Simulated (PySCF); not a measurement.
Geometry:
| atom | x (Å) | y (Å) | z (Å) |
| --- | --- | --- | --- |
| Si1 | 1.517 | -0.164 | 0.348 |
| C2 | 0.118 | -0.100 | -0.926 |
| C3 | -1.263 | 0.180 | -0.385 |
| C4 | -1.716 | -0.239 | 0.926 |
| N5 | -1.422 | 0.980 | 0.900 |
| H6 | 2.778 | -0.540 | -0.363 |
| H7 | 1.716 | 1.149 | 1.027 |
| H8 | 1.232 | -1.203 | 1.387 |
| H9 | 0.117 | -1.065 | -1.466 |
| H10 | 0.385 | 0.663 | -1.679 |
| H11 | -2.022 | 0.397 | -1.151 |
| H12 | -2.069 | -0.984 | 1.643 |

Geometry: PBE0-D3(BJ)/def2-SVP; GIAO shifts from PySCF 2.14.0 with density-fitted response routines, gas phase, non-relativistic, averaged over equivalent atoms.

At PBE0/STO-3G (36 basis functions, 2.6 s wall time on 1 thread of an Arm Neoverse V1, shared host):
```tsv
atoms	δ (ppm)
Si1	-63.3
C4	146.3
C3	27.2
C2	11.4
N5	260.4
H12	9.20
H6/H7/H8	1.45
H11	1.40
H10	1.15
H9	0.80
```

Referencing at the same level of theory: $^{29}$Si (σref 517.60), $^{13}$C (σref 234.69), $^{1}$H (σref 32.60) against TMS; $^{15}$N (σref 294.71) vs NH3.

Estimate the result of repeating the calculation with PBE0/pcSseg-2.

Answers


| atoms | δ at PBE0/pcSseg-2 | change |
| --- | --- | --- |
| Si1 | -69.0 | -5.7 |
| C4 | 187.1 | +40.8 |
| C3 | 28.6 | +1.4 |
| C2 | 15.7 | +4.3 |
| N5 | 364.7 | +104.3 |
| H12 | 10.56 | +1.36 |
| H6/H7/H8 | 3.52 | +2.07 |
| H11 | 2.06 | +0.66 |
| H10 | 1.73 | +0.58 |
| H9 | 1.40 | +0.60 |

Chemical shifts δ = σref − σ; $^{29}$Si (σ = 341.29 ppm), $^{13}$C (σ = 184.13 ppm), $^{1}$H (σ = 31.25 ppm) vs TMS; $^{15}$N (σ = 261.69 ppm) vs NH3, all at this level.

The largest change is at N5 (imine nitrogen). Cost: 285 basis functions, 32 s wall time on 1 thread of an Arm Neoverse V1, shared host. The order of the carbon signals is the same at both levels.

Experimental scales use liquid or dissolved standards, which lie at an offset from isolated NH3 (liquid NH3: subtract about 20 ppm). Unscaled 15N shifts of sp2 nitrogen come out 20 to 40 ppm too high even then.
